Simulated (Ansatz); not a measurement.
Input file for Ansatz (a program for electronic structure): U-PBE0/def2-TZVPPD on NO (SMILES [N]=O). The basis file is the Basis Set Exchange's JSON of that set.

Ansatz 0.2 input:
```yaml
crystal:
  periodic: [false, false, false]
  atoms:
    - {symbol: N, position_ang: [-0.00000000, 0.00000000, -0.57246203]}
    - {symbol: O, position_ang: [0.00000000, -0.00000000, 0.57246203]}
basis:
  gaussian:
    orbitals: def2-TZVPPD.json
hamiltonian:
  xc: {name: PBE0}
magnetization: {spin_polarized: true, initial_magnetization: 1}
```

Output:

```
WARN ansatz: RAYON_NUM_THREADS=1 ignored (pool sized by the plan → 1); use --threads N
Functional definition: PBE0
integrals: 0.01 GiB planned
363 factors; their error is unknown
mean field: 0.17 GiB planned
mean field evaluation 1: about -3531.6357 eV, gradient 1.3e1 eV
mean field evaluation 2: about -3531.5877 eV, gradient 1.4e1 eV
mean field evaluation 4: about -3532.2118 eV, gradient 7.2e-1 eV
mean field evaluation 8: about -3532.2316 eV, gradient 2.8e-2 eV
mean field evaluation 16: about -3532.2316 eV, gradient 1.0e-5 eV
mean field -3532.23159569 eV, -129.8071169090 hartree, gradient 1.0e-5 eV, S^2 0.753713; 0 other end points of the search recorded, 0 dependent functions left out
reference -3532.23161558 eV, -129.8071176401 hartree; 8, 7 occupied and 69, 70 virtual orbitals, 363 factors
Total energy: -3532.23161558 eV, -129.8071176401 hartree
```

Self-consistency was reached.

Cost: very roughly 0.9 core-seconds.
